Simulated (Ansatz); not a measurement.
**One arrangement of a pair**

The pair of K⁺ (SMILES [K+], atom 1) and HCN (SMILES C#N, atoms 2–4), both closed shells, in one local arrangement (a lower one may exist), relaxed at PBE0-D4/def2-TZVP:

K1  (-0.129, -0.038, -2.879)
C2  (0.044, 0.013, 0.983)
N3  (-0.007, -0.001, -0.159)
H4  (0.092, 0.027, 2.055)
(Å)

Computed with Ansatz 0.2.0 (basis: def2-TZVPPD, with def2-QZVPPD for the basis limit); correlated methods freeze the cores. The outer core shell of Li, Na, Mg and K is correlated. The def2 sets are not built for correlating such inner shells, so the correlated values are less sure here. B3LYP uses VWN-RPA correlation. Extrapolation: Hartree–Fock as exp(−7.88 √X), correlation as X^−2.97. Interaction energies count from these two fragments, frozen as in the pair, with the counterpoise correction; negative means bound.

**Question.** What is the interaction energy by CCSD(T) at an estimated basis limit (MP2 extrapolated from triple and quadruple zeta, plus CCSD(T) − MP2 in triple zeta)? (To be estimated.)

**Answer.** By the calculation: -81.4 kJ/mol. Hartree–Fock alone gives -78.7 kJ/mol at the basis limit. It counts from the two fragments frozen as in the pair.

The same quantity by other methods in triple zeta, and each one's difference from that estimate:
| method | E_int (kJ/mol) | difference |
| --- | --- | --- |
| PBE-D4 | -81.0 | 0.4 |
| revPBE-D4 | -77.5 | 3.9 |
| BLYP-D4 | -80.8 | 0.6 |
| r2SCAN-D4 | -79.5 | 1.9 |
| B97M-V | -80.4 | 1.0 |
| PBE0-D4 | -81.9 | -0.5 |
| B3LYP-D4 | -82.6 | -1.2 |
| HSE06-D4 | -81.9 | -0.5 |
| wB97X-V | -81.4 | 0.0 |
| wB97M-V | -81.1 | 0.3 |
| B2PLYP | -79.8 | 1.6 |
| HF | -78.1 | 3.3 |
| MP2 | -79.3 | 2.1 |
| CCSD | -78.0 | 3.4 |
| CCSD(T) | -77.8 | 3.6 |
Differences are method less estimate.

**Question.** Which atoms make the shortest contact between the fragments?

**Answer.** K1 and N3, 2.72 Å apart.

Basis-set superposition shift (counterpoise-corrected less uncorrected): CCSD(T) 3.8; MP2 3.6; HF 0.4; PBE0-D4 0.8; wB97M-V 0.8 kJ/mol.

T1 diagnostic: at most 0.015.

For scale, one of the runs: CCSD(T)/def2-TZVPPD, 127 basis functions, launched by `ansatz run in.yaml --threads 2 --pin off --events-out ev --progress --plain --max-ram 5222MiB`. The run took 7 s on 2 CPU threads of an Arm Neoverse V1 (shared host), with 0.62 GiB of host memory at its peak.
